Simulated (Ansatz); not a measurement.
Ansatz (a program for electronic structure) input (BLYP/6-31G*):

Ansatz 0.2 input:
```yaml
crystal:
  periodic: [false, false, false]
  atoms:
    - {symbol: P, position_ang: [-1.02027206, -0.47127800, -0.05348212]}
    - {symbol: P, position_ang: [1.02027508, 0.47110689, 0.05491295]}
    - {symbol: H, position_ang: [-1.51764144, 0.25666815, 1.06041507]}
    - {symbol: H, position_ang: [-1.51478581, 0.48948324, -0.97567300]}
    - {symbol: H, position_ang: [1.52191029, -0.49872576, 0.96366793]}
    - {symbol: H, position_ang: [1.51047169, -0.24485897, -1.06987245]}
basis:
  gaussian:
    orbitals: 6-31G*
hamiltonian:
  xc: {name: BLYP}
output: {forces: true}
```

Task: What final total energy does it give?

Result: -685.03583 Eh.
